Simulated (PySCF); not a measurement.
In(H)2(OAc) (C₂H₅InO₂), SMILES CC(=O)[O][InH2]. Atoms are numbered in the order given.

```xyz
10

In     0.0877    -0.2049     1.0018
H     -1.4170    -0.0555     1.8141
H      1.7088    -0.6040     1.4016
O      0.1199     1.2531    -0.7257
C     -0.1475     0.3201    -1.5444
C     -0.2462     0.6122    -3.0171
O     -0.3048    -0.8676    -1.1222
H     -0.9923    -0.0434    -3.4851
H      0.7305     0.3974    -3.4806
H     -0.4868     1.6693    -3.1855
```

Geometry: B3LYP-D3(BJ)/def2-SVP. The def2 effective core potentials stand for the cores of In; spin–orbit coupling is left out.

Method: PBE/def2-TZVP (PySCF).

ESP charges are fitted to the potential on shells at 1.4 to 2.0 van der Waals radii. Atomic charges (e):

```csv
atom,ESP fit,Löwdin,Mulliken
In1,0.70,0.34,0.59
H2,-0.18,-0.07,-0.09
H3,-0.18,-0.07,-0.09
O4,-0.49,0.11,-0.39
C5,0.75,-0.59,0.32
C6,-0.75,-0.26,-0.36
O7,-0.49,0.11,-0.39
H8,0.21,0.14,0.14
H9,0.22,0.15,0.14
H10,0.21,0.14,0.14
```
